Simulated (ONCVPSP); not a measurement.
**How hard is this B (Z = 5) ONCV potential?**

boron, optimised norm-conserving Vanderbilt (ONCV), made with ONCVPSP 4.0.1 (LDA (Perdew-Wang 92), scalar-relativistic). Core [He], reference 2s2 2p1. Waves: 2s: rc 1.50 bohr, ncon 3, nbas 7, qcut 5.1 1/bohr, 3 projectors, debl 1.8 Ha; 2p: rc 2.60 bohr, ncon 4, nbas 9, qcut 5.5 1/bohr, 3 projectors, debl 0.7 Ha. Local part: polynomial inside 1.20 bohr (lpopt 3, dvloc0 1 Ha). Core correction: polynomial model core, fcfact 0.65.

**Question.** For each optimised wave give the share of its norm inside rc, the residual kinetic energy above qcut (Ha) and the cutoffs (Ha) for errors of 10, 1, 0.1 and 0.01 mHa per electron.

**Answer.**

```tsv
wave	norm inside rc	residual KE	10 mHa	1 mHa	0.1 mHa	0.01 mHa
2s	0.337	1.1e-04	5.5	9.7	13.7	58.1
s projector 2	0.221	3.4e-04	8.6	11.6	18.7	51.5
s projector 3	0.109	1.4e-03	10.5	13.6	42.0	105.5
2p	0.675	1.0e-07	6.0	8.6	10.7	12.5
p projector 2	0.133	8.2e-07	6.4	9.3	11.6	13.4
p projector 3	0.282	1.1e-05	8.5	11.2	13.3	15.4
```

The occupied waves need 9.7 Ha and 14 Ha for 1 and 0.1 mHa.
